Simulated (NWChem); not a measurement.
System: AlSiH3F2; SMILES [F][Al]([F])[SiH3]

Input file for NWChem:

```
start job
memory heap 200 mb stack 900 mb global 1100 mb
geometry units angstroms
  Al    -0.318145     0.176426    -0.220978
  F     -1.806918    -0.525839    -0.419865
  F     -0.229887     1.646240    -0.982743
  Si     1.479156    -0.814236     1.019628
  H      2.023670     0.084631     2.052839
  H      2.624037    -1.198639     0.174673
  H      1.044335    -2.038820     1.714071
end
basis spherical
  * library def2-svp
end
dft
  xc xpbe96 cpbe96
  disp vdw 4
  iterations 150
end
driver
  maxiter 120
end
task dft optimize
task dft freq
```

The optimisation ended at a saddle point (imaginary frequency).

The level has its own optimisation; frequencies are unscaled.

What results follow from this input? (PBE-D3(BJ)/def2-SVP.) Quantities: r Al–F (Å); r Al–Si (Å); r H–Si (Å); highest harmonic frequency (cm⁻¹); lowest (cm⁻¹); zero-point energy (kcal/mol); dipole (D).


| Quantity | Result |
|---|---|
| r Al–F (Å) | 1.674 |
| r Al–Si (Å) | 2.431 |
| r H–Si (Å) | 1.505 |
| highest harmonic frequency (cm⁻¹) | 2178 |
| lowest (cm⁻¹) | -36 |
| zero-point energy (kcal/mol) | 18.0 |
| dipole (D) | 1.72 |
